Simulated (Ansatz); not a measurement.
`[CH3][Sn][CH3]` + HCl → `[CH3][Sn][Cl]` + CH₄ at 700 K and 1 bar (ligand exchange at the Sn–C bond).

Isolated molecules relaxed with PBE0-D4/def2-TZVP in Ansatz; ΔE leaves out vibrations. CCSD(T)/CBS adds triple-zeta CCSD(T) − MP2 to the extrapolated MP2 energy (def2 sets, frozen cores). This one scheme is used for every species. Elements past krypton have def2 core potentials. For Sn outer-core shells are correlated without core-valence functions, which leaves a few kJ/mol of doubt a bond.

```json
{"species": "`[CH3][Sn][CH3]`", "CCSD(T)/CBS energy (Eh)": "-293.72612", "H − E (kJ/mol)": "246.5", "S (J/(mol·K))": "431.7"}
{"species": "HCl", "CCSD(T)/CBS energy (Eh)": "-460.38127", "H − E (kJ/mol)": "38.4", "S (J/(mol·K))": "211.8"}
{"species": "`[CH3][Sn][Cl]`", "CCSD(T)/CBS energy (Eh)": "-713.71101", "H − E (kJ/mol)": "143.9", "S (J/(mol·K))": "393.5"}
{"species": "CH₄", "CCSD(T)/CBS energy (Eh)": "-40.46206", "H − E (kJ/mol)": "145.9", "S (J/(mol·K))": "224.0"}
```

H − E and S are ideal-gas, rigid-rotor, harmonic terms from PBE0-D4/def2-TZVP. 1 Eh = 2625.50 kJ/mol, R = 8.31446 J/(mol·K).

Problem. By hand: ΔE, ΔH, ΔS and ΔG.

Solution. ΔE = (-713.71101) + (-40.46206) − (-293.72612) − (-460.38127) = -0.06568 Eh = -172.4 kJ/mol. Δ(H − E) = 143.9 + 145.9 − 246.5 − 38.4 = 4.9, so ΔH = -167.5 kJ/mol. ΔS = 393.5 + 224.0 − 431.7 − 211.8 = -26.0 J/(mol·K). ΔG = -167.5 − 700 × (-26.0)/1000 = -149.3 kJ/mol.

Problem. By hand: the equilibrium constant, and the temperature at which ΔG would vanish if ΔH and ΔS stayed fixed.

Solution. log₁₀ K = −ΔG/(RT ln 10) = 11.1. ΔG = 0 at ΔH/ΔS = 6442 K, far beyond where these terms or the molecules hold.

ΔH outweighs TΔS. A doubt of 5 kJ/mol in ΔE shifts log₁₀ K by 0.4 here. Modes under 60 cm⁻¹, often nearly free rotors, make the harmonic entropy too high. These are equilibria of isolated gas molecules and say nothing of rates. Largest T1 diagnostic: 0.013 (customary marks: 0.02 for closed shells, 0.045 for open ones).
